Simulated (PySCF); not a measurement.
O$_{3}$, charge -1, doublet, at a GFN2-xTB geometry (a state made from the parent by changing its charge; the spin is typed, not shown lowest); CISD/def2-SV(P) run with PySCF.

Here is a job for PySCF.
```python
from pyscf import gto, scf, ci

mol = gto.M(
    atom='''
O     1.13637858   -0.23245903    0.05644501
O     0.00065138    0.46397079   -0.01013412
O    -1.13702995   -0.23151176   -0.04631090
''',
    basis='def2-sv(p)',
    charge=-1,
    spin=1,
    verbose=4,
)

mf = scf.UHF(mol)
mf.kernel()

myci = ci.CISD(mf)
myci.kernel()
print('E(CISD) = %.10f' % myci.e_tot)
```

### Question
What does PySCF print? Leave out banner, timings and long lists.

### Answer

```
PySCF version 2.14.0

[INPUT] verbose = 4
[INPUT] num. atoms = 3
[INPUT] num. electrons = 25
[INPUT] charge = -1
[INPUT] spin (= nelec alpha-beta = 2S) = 1
[INPUT] symmetry False subgroup None
[INPUT] Mole.unit = angstrom
[INPUT] Symbol           X                Y                Z      unit          X                Y                Z       unit  Magmom
[INPUT]  1 O      1.136378580000  -0.232459030000   0.056445010000 AA    2.147444290022  -0.439283901882   0.106665609998 Bohr   0.0
[INPUT]  2 O      0.000651380000   0.463970790000  -0.010134120000 AA    0.001230929803   0.876777722898  -0.019150711313 Bohr   0.0
[INPUT]  3 O     -1.137029950000  -0.231511760000  -0.046310900000 AA   -2.148675200928  -0.437493821016  -0.087514917582 Bohr   0.0

nuclear repulsion = 65.6609106904173
number of shells = 18
number of NR pGTOs = 72
number of NR cGTOs = 42
basis = def2-sv(p)
ecp = {}

******** <class 'pyscf.scf.uhf.UHF'> ********
method = UHF
initial guess = minao
damping factor = 0
level_shift factor = 0
DIIS = <class 'pyscf.scf.diis.CDIIS'>
diis_start_cycle = 1
diis_space = 8
diis_damp = 0
SCF conv_tol = 1e-09
SCF conv_tol_grad = None
SCF max_cycles = 50
direct_scf = True
direct_scf_tol = 1e-13
number electrons alpha = 13  beta = 12
Set gradient conv threshold to 3.16228e-05
init E= -224.043118292692

cycle= 1 E= -224.043076442299  delta_E= 4.19e-05  |g|= 0.518  |ddm|= 1.54
cycle= 2 E= -224.085856132288  delta_E= -0.0428  |g|= 0.423  |ddm|= 0.575
cycle= 3 E= -224.147753163656  delta_E= -0.0619  |g|= 0.0518  |ddm|= 0.254
cycle= 4 E= -224.150563818514  delta_E= -0.00281  |g|= 0.0223  |ddm|= 0.0777
cycle= 5 E= -224.151525652458  delta_E= -0.000962  |g|= 0.0129  |ddm|= 0.0482
cycle= 6 E= -224.151945839302  delta_E= -0.00042  |g|= 0.0092  |ddm|= 0.0273
cycle= 7 E= -224.152274198144  delta_E= -0.000328  |g|= 0.00517  |ddm|= 0.0322
cycle= 8 E= -224.152387091752  delta_E= -0.000113  |g|= 0.00168  |ddm|= 0.0275
cycle= 9 E= -224.152393956143  delta_E= -6.86e-06  |g|= 0.00088  |ddm|= 0.00595
cycle= 10 E= -224.15239602259  delta_E= -2.07e-06  |g|= 0.000485  |ddm|= 0.00304
cycle= 11 E= -224.152396861657  delta_E= -8.39e-07  |g|= 0.000175  |ddm|= 0.00251
cycle= 12 E= -224.152396968722  delta_E= -1.07e-07  |g|= 3.92e-05  |ddm|= 0.00107
cycle= 13 E= -224.152396971441  delta_E= -2.72e-09  |g|= 1.25e-05  |ddm|= 0.000144
cycle= 14 E= -224.152396971637  delta_E= -1.95e-10  |g|= 5.92e-06  |ddm|= 3.48e-05
Extra cycle  E= -224.152396971666  delta_E= -2.92e-11  |g|= 4.12e-06  |ddm|= 8.33e-06
converged SCF energy = -224.152396971666  <S^2> = 0.76918931  2S+1 = 2.0190981

******** <class 'pyscf.ci.ucisd.UCISD'> ********
CISD nocc = (np.int64(13), np.int64(12)), nmo = (42, 42)
max_cycle = 50
direct = 0
conv_tol = 1e-09
max_cycle = 50
max_space = 12
lindep = 0
nroots = 1
Init t2, MP2 energy = -0.558753067647582
UCISD converged
E(UCISD) = -224.6584199809066  E_corr = -0.5060230092405025
E(CISD) = -224.6584199809
```
